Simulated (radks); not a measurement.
Removal energies from the aluminium ion Al4+, [He] 2s2 2p5, by Delta-SCF beside the eigenvalue of the level emptied. Calculated with a radial shooting solver on a logarithmic mesh with Libxc functionals: scalar-relativistic Kohn-Sham, BLYP, spin-polarised, spherical densities, finite nucleus; Fermi nuclear charge, rms radius of each element as measured or else 0.836 A^(1/3) + 0.57 fm. Open shells are filled with parallel spins first.

removed from,final configuration,Delta-SCF (eV),-eigenvalue (eV)
2p,[He] 2s2 2p4,154.34,137.00
2s,[He] 2s1 2p5,190.76,174.57
1s,1s1 2s2 2p5,1653.7,1591.0
